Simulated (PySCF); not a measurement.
PBE on Cr⁻ (chromium, charge -1), [Ar] 3d5 4s2, high-spin 6S determinant. Calculation: PySCF 2.14, in aug-cc-pVDZ-DK (7s6p4d2f, 59 functions); the spin-free X2C one-electron Hamiltonian (Gaussian nucleus).

```
cycle= 1 E= -1050.54586568049  delta_E= 0.00054  |g|= 0.248  |ddm|= 1.52
cycle= 2 E= -1050.42772021013  delta_E= 0.118  |g|= 0.552  |ddm|= 1.41
cycle= 3 E= -1050.5716192374  delta_E= -0.144  |g|= 0.012  |ddm|= 0.982
cycle= 4 E= -1050.57166869077  delta_E= -4.95e-05  |g|= 0.00817  |ddm|= 0.0958
cycle= 5 E= -1050.57172588299  delta_E= -5.72e-05  |g|= 0.000262  |ddm|= 0.0229
cycle= 6 E= -1050.57172604901  delta_E= -1.66e-07  |g|= 3.69e-05  |ddm|= 0.0056
cycle= 7 E= -1050.57172605042  delta_E= -1.41e-09  |g|= 3.21e-06  |ddm|= 0.000363
cycle= 8 E= -1050.57172605044  delta_E= -2.02e-11  |g|= 1.81e-07  |ddm|= 3.46e-05
converged SCF energy = -1050.57172605044  <S^2> = 8.8284714  2S+1 = 6.0261004
```

Highest occupied orbital energy: 1.376 eV; ⟨L²⟩ = 0.00; populations by l: s 8.00, p 12.00, d 5.00, f 0.00.

Question: Can this result be used?

Answer: With care. The calculation finished and met its thresholds. ⟨S²⟩ = 8.83 against 8.75 shows spin contamination. At PBE the highest occupied level has a positive energy, so only the finite basis holds that electron; in a semilocal or global hybrid functional this comes from self-interaction and does not mean that the real anion is unbound.
